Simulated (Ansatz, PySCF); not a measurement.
Molecule: GeSiH3, charge 0, multiplicity 2. SMILES: [SiH]=[GeH2]
Geometry: optimised at B3LYP-D3(BJ)/def2-TZVP (Ansatz, a first-principles code).

Wanted: atomisation energy, in kcal/mol. Terms: atomisation electronic, to ground-state atoms; 6-31G* and kin with 6d, 5d where marked; non-relativistic; LANL2DZ with its own core potentials from Na on; UHF or UKS for open shells; dispersion terms only where a functional's name holds one; valence correlation only (noble-gas shells and the d and f shells of earlier blocks); no spin-orbit coupling. First-principles rows: single points at B3LYP-D3(BJ) geometries (Ansatz). A UHF reference is markedly spin-contaminated in at least one set, which strains HF and MP2.

```tsv
level	program	atomisation energy (kcal/mol)
HF/6-31G*	Ansatz	183.6
HF/6-31G* with LANL2DZ past Ar	Ansatz	174.9
SVWN5/6-31G*	Ansatz	302.9
SVWN5/6-31G* with LANL2DZ past Ar	Ansatz	293.7
PBE/STO-3G	Ansatz	426.1
PBE/3-21G	Ansatz	264.1
PBE/LANL2DZ	Ansatz	258.5
BP86/def2-SVP	PySCF	274.8
B3LYP/6-31G	Ansatz	250.2
B3LYP/6-31G*	Ansatz	261.6
B3LYP/6-31G* with LANL2DZ past Ar	Ansatz	258.7
MP2/6-31G*	Ansatz	217.9
MP2/6-31G* with LANL2DZ past Ar	Ansatz	209.2
B3LYP/def2-TZVPD	Ansatz	267.2
wB97M-V/def2-TZVPD	Ansatz	268.1
```

No value to compare with is used here. The 13 habitual levels span 174.9 (HF/6-31G* with LANL2DZ past Ar) to 426.1 kcal/mol (PBE/STO-3G); wB97M-V/def2-TZVPD gives 268.1.

The levels are drawn from those run, B3LYP/6-31G* more often than the rest, none by its result; left out are runs that failed, that the program found above a lower state of the same kind, or whose <S^2> lies over 0.5 above the pure value.
